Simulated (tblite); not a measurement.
Compound: C10H6Se.
SMILES with atom numbers: `[CH:1]#[C:2][c:3]1[cH:4][c:5]2[cH:6][cH:7][cH:8][cH:9][c:10]2[se:11]1` (hydrogens: H12 on C1; H13 on C4; H14 on C6; H15 on C7; H16 on C8; H17 on C9)

Computed with GFN2-xTB (tblite), gas phase: L-BFGS steps from a force-field or distance-geometry start until the largest atomic force falls under 0.01 eV/Å.

Step 0: E = -749.3187 eV
```
atom  x, y, z in Å  |  force x, y, z in eV/Å
C1      4.6303    0.0353   -0.5495   -2.639   0.310   0.305
C2      3.4147    0.1409   -0.3989    1.155   0.126  -0.154
C3      2.0103    0.2717   -0.2071    0.235   0.887  -0.403
C4      1.1346   -0.6774    0.2104    4.251  -2.246   0.149
C5     -0.1663   -0.3773    0.3344   -3.792  -1.276   0.901
C6     -1.2207   -1.2293    0.7497    0.509  -0.058  -0.012
C7     -2.5068   -0.7516    0.8048   -0.249  -1.054   0.419
C8     -2.8536    0.5416    0.4718   -0.466   0.341  -0.063
C9     -1.8379    1.3616    0.0562   -0.852   1.110  -0.162
C10    -0.5666    0.8839    0.0068    1.348   2.053  -0.851
Se11    0.9195    1.9557   -0.5597    0.869  -1.169   0.238
H12     5.6677   -0.0401   -0.6852   -0.040  -0.050   0.010
H13     1.5190   -1.7018    0.4805   -0.367   1.068  -0.328
H14    -0.9897   -2.2556    1.0297   -0.112   0.253  -0.075
H15    -3.2689   -1.4382    1.1410   -0.166  -0.016   0.007
H16    -3.8865    0.8985    0.5290    0.481  -0.218  -0.016
H17    -2.0061    2.3941   -0.2306   -0.164  -0.060   0.035
```

Step 1: E = -749.5514 eV
```
atom  x, y, z in Å  |  force x, y, z in eV/Å
C1      4.5925    0.0398   -0.5451    4.339  -0.286  -0.571
C2      3.4312    0.1427   -0.4011   -4.527   0.765   0.504
C3      2.0136    0.2844   -0.2129    0.181   0.129  -0.144
C4      1.1954   -0.7095    0.2125   -0.853   0.777  -0.003
C5     -0.2205   -0.3955    0.3472    2.161   0.478  -0.563
C6     -1.2134   -1.2301    0.7495   -1.093  -0.899   0.473
C7     -2.5104   -0.7667    0.8108   -0.327   0.281   0.014
C8     -2.8602    0.5465    0.4709    0.388  -0.619   0.101
C9     -1.8500    1.3775    0.0539    0.295   0.183  -0.068
C10    -0.5474    0.9132   -0.0053    0.034   0.419  -0.144
Se11    0.9319    1.9390   -0.5563    0.971  -0.936   0.145
H12     5.6671   -0.0408   -0.6850   -1.244   0.025   0.173
H13     1.5138   -1.6865    0.4758    0.417  -0.511   0.066
H14    -0.9913   -2.2520    1.0286   -0.023   0.028  -0.016
H15    -3.2713   -1.4385    1.1411   -0.399  -0.263   0.126
H16    -3.8796    0.8954    0.5288    0.040  -0.082   0.012
H17    -2.0084    2.3932   -0.2301   -0.360   0.511  -0.105
```

Question: Estimate the geometry and energy of step 2. (The exact step hangs on the optimiser's Hessian estimate; all steps are aligned on step 1, rigid shifts and turns removed.)

Answer: E = -749.6065 eV, largest force 4.284 eV/Å
```
atom  x, y, z in Å  |  force x, y, z in eV/Å
C1      4.6236    0.0383   -0.5494   -4.228   0.476   0.499
C2      3.3920    0.1507   -0.3968    3.802   0.030  -0.555
C3      2.0164    0.2894   -0.2160   -0.613   0.058   0.027
C4      1.2050   -0.7114    0.2131   -1.425   0.843   0.038
C5     -0.2154   -0.3963    0.3456    1.662   0.405  -0.445
C6     -1.2219   -1.2391    0.7541   -0.447  -0.088   0.121
C7     -2.5146   -0.7684    0.8127   -0.253   0.130   0.038
C8     -2.8584    0.5419    0.4716    0.475  -0.264  -0.012
C9     -1.8508    1.3839    0.0525    0.364  -0.095  -0.001
C10    -0.5414    0.9259   -0.0103   -0.125  -0.221   0.077
Se11    0.9450    1.9249   -0.5538    0.879  -0.551   0.038
H12     5.6548   -0.0407   -0.6833    0.179  -0.082  -0.011
H13     1.5163   -1.6870    0.4751    0.487  -0.608   0.091
H14    -0.9920   -2.2506    1.0281    0.001  -0.246   0.067
H15    -3.2759   -1.4411    1.1424   -0.409  -0.232   0.121
H16    -3.8772    0.8937    0.5288    0.038  -0.087   0.013
H17    -2.0126    2.3979   -0.2310   -0.386   0.534  -0.106
```

The energy changes by -0.0550 eV. The first-order estimate −F·Δx gives -0.4085 eV and the mean of the old and new forces, exact on a quadratic surface, -0.0719 eV. The step makes an angle of 28° with the force vector and moves no atom by more than 0.040 Å.

The cost below is that of the whole relaxation. The run took 0.55 s of wall time on Intel Xeon Platinum 8259CL at 2.50 GHz, one thread, no GPU, on a shared host.
